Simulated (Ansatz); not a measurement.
Isolated molecules relaxed with PBE0-D4/def2-TZVP in Ansatz; ΔE leaves out vibrations. CBS: MP2 limit from def2 TZ/QZ plus the TZ coupled-cluster correction, frozen cores. DFT in def2-TZVPP. B3LYP here is the variant with VWN-RPA as its local correlation; programs differ in this. def2 core potentials past Kr. For Te outer-core shells are correlated without core-valence functions, which leaves a few kJ/mol of doubt a bond. Each species was taken in one conformer, which may not be the lowest.

`BC([SiH3])[SiH2]F` + `NC[TeH]` → `BNC[TeH]` + `F[SiH2]C[SiH3]`  (ligand exchange at a B–C bond)

```csv
level,ΔE (kJ/mol),difference from CCSD(T)/CBS
PBE-D4,-130.5,-2.2
r2SCAN-D4,-131.1,-2.8
PBE0-D4,-128.2,0.1
B3LYP-D4,-136.2,-7.9
ωB97X-V,-128.1,0.2
ωB97M-V,-128.3,0.0
B2PLYP,-137.0,-8.7
PBE,-132.8,-4.5
r2SCAN,-131.5,-3.2
PBE0,-130.1,-1.8
B3LYP,-140.1,-11.8
HF/def2-TZVPP,-133.6,-5.3
MP2/def2-TZVPP,-130.7,-2.4
SCS-MP2/def2-TZVPP,-131.9,-3.6
CCSD/def2-TZVPP,-130.6,-2.3
CCSD(T)/def2-TZVPP,-130.8,-2.5
HF/def2-QZVPP,-133.4,-5.1
MP2/def2-QZVPP,-129.2,-0.9
SCS-MP2/def2-QZVPP,-130.7,-2.4
HF/CBS(def2),-133.4,-5.1
MP2/CBS(def2),-128.2,0.1
CCSD/CBS(def2),-128.1,0.2
CCSD(T)/CBS,-128.3,0
```

Largest T1 diagnostic among the species: 0.012.

The D4 term adds +3.9 kJ/mol with B3LYP and +1.9 kJ/mol with PBE0; it sums over pairs of atoms, weighted by their polarisabilities, and B3LYP, whose exchange is more repulsive, gets the larger term.
